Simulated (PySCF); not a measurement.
A GIAO shielding run with PySCF 2.14.0 with density-fitted response routines (density fitting, non-relativistic, gas phase) on SMILES CO[C@@H]1O[Si@H](F)O[SiH2]1, C₂H₇FO₃Si₂:

```
$ OMP_NUM_THREADS=1 python probes_run.py task.json out

{"job": {"kind": "nmr", "xc": "PBE0", "basis": "pcSseg-1"}, "charge": 0, "multiplicity": 1}
C     -2.202008    -0.959562    -0.257505
O     -1.216284    -0.407090     0.594499
C     -0.388730     0.529817    -0.005757
O      0.378825    -0.061090    -1.054185
Si     1.968059    -0.219215    -0.832922
F      2.389707    -1.753455    -0.712196
O      2.191471     0.490691     0.622480
Si     0.862148     1.081709     1.361550
H     -2.864467    -0.172904    -0.637433
H     -2.769868    -1.663142     0.347123
H     -1.741201    -1.479772    -1.100730
H     -0.988892     1.315540    -0.493486
H      2.741744     0.438649    -1.847801
H      0.618218     0.337916     2.581474
H      1.016863     2.529897     1.412978
```

Hardware: 1 thread of an Arm Neoverse V1, shared host. The job also computes population analyses, field gradients, ring-centre shieldings.

Problem. How large is the calculation?

Solution. 80 electrons, 185 basis functions and 1010 auxiliary functions.

Problem. How long does it take, and how much memory does it need?

Solution. 29 s of wall time, with 14 SCF cycles and 4 response iterations; peak memory 0.95 GiB. Times on a shared host scatter by some tens of per cent.
